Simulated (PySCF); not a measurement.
Sn(F)(SH)3 (FH3S3Sn), SMILES [F][Sn]([SH])([SH])[SH].

Geometry: B3LYP-D3(BJ)/def2-SVP. The structure was generated by enumeration; whether it is a known compound was not checked. The def2 effective core potentials stand for the cores of Sn; spin–orbit coupling is left out. One conformer was computed; it need not be the lowest.

Method: TDA-PBE/def2-SVPD (PySCF).

Vertical excitations. 

Q: List the lowest excited states. (The exact figures need the calculation; the answer reports its results.)

A: 
```csv
state,energy (eV),λ (nm),f,main pairs
S1,3.38,367,0.011,HOMO→LUMO 96 %
S2,3.55,349,0.010,HOMO−1→LUMO 91 %
S3,3.66,338,0.018,HOMO−2→LUMO 93 %
S4,5.16,240,0.105,HOMO−3→LUMO 74 %
S5,5.20,238,0.032,"HOMO−4→LUMO 57 %, HOMO→LUMO+1 29 %"
S6,5.42,229,0.025,"HOMO→LUMO+1 43 %, HOMO→LUMO+2 32 %, HOMO−1→LUMO+1 13 %, HOMO−4→LUMO 7 %"
S7,5.50,226,0.001,"HOMO→LUMO+2 58 %, HOMO−1→LUMO+1 22 %, HOMO→LUMO+1 10 %"
S8,5.60,222,0.005,"HOMO−1→LUMO+1 39 %, HOMO−1→LUMO+2 29 %, HOMO−2→LUMO+1 14 %"
S9,5.67,219,0.010,"HOMO−1→LUMO+2 43 %, HOMO−2→LUMO+1 40 %, HOMO−5→LUMO 7 %"
S10,5.75,216,0.014,"HOMO−5→LUMO 31 %, HOMO−2→LUMO+2 20 %, HOMO−2→LUMO+1 16 %, HOMO−1→LUMO+2 13 %"
T1,3.03,409,0,HOMO→LUMO 99 %
T2,3.22,385,0,HOMO−1→LUMO 98 %
T3,3.29,377,0,HOMO−2→LUMO 98 %
T4,4.30,288,0,HOMO−3→LUMO 99 %
```
Triplets are in the Tamm–Dancoff approximation.
